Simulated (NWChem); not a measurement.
Molecule: C₃H₉B; SMILES BC(C)C

All runs: NWChem. Pople sets run with spherical d functions. All runs use the structure optimised with B3LYP/6-31G* (spherical d). One conformer.

Isotropic polarisabilities at PBE0/6-31+G*: 49.63 bohr³ (static) and 50.02 bohr³ at ω = 0.0428 Ha (1065 nm).

Q: Fit one effective oscillator, α(ω) = α(0)/(1 − ω²/ω₀²), predict α at ω = 0.0773 Ha (589 nm) and compare with a run.

A: 
1. 1 − α(0)/α(ω) = 0.0078 = (ω/ω₀)², so ω₀ = 0.485 Ha = 13.2 eV.
2. At the second frequency, (ω/ω₀)² = 0.025 and α = 50.9 bohr³.
3. The run gives 50.9 bohr³, a difference of 0.0 %.
